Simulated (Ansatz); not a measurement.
Molecule: sum formula HBO (charge 0, singlet). SMILES: O=B
Geometry from a B3LYP-D3(BJ)/def2-TZVP (Ansatz, a program for electronic structure) optimisation:
```xyz
3

H      0.0000     0.0000    -1.7698
B      0.0000     0.0000    -0.6017
O      0.0000     0.0000     0.5973
```
Charge 0, spin multiplicity 1.

Property: atomisation energy (electronic, to ground-state atoms), in eV. Correlated levels leave the core frozen unless marked. UHF or UKS for open shells. Spin-orbit coupling is left out. No relativistic terms. The coupled-cluster limit lacks core correlation, which all-electron functionals hold. CBS(X,Y): correlation extrapolated as X^-3; Hartree-Fock from the larger set (for Q and 5 zeta extrapolated as (X+1)exp(-9√X)).

```csv
level,program,atomisation energy (eV)
SVWN5/def2-TZVPD,Ansatz,15.41
PBE0-D3(BJ)/def2-TZVP,Ansatz + dftd3,13.37
```

### Question
What does CCSD(T)/CBS(cc-pVQZ,cc-pV5Z) (Ansatz) give?

### Answer
13.43 eV
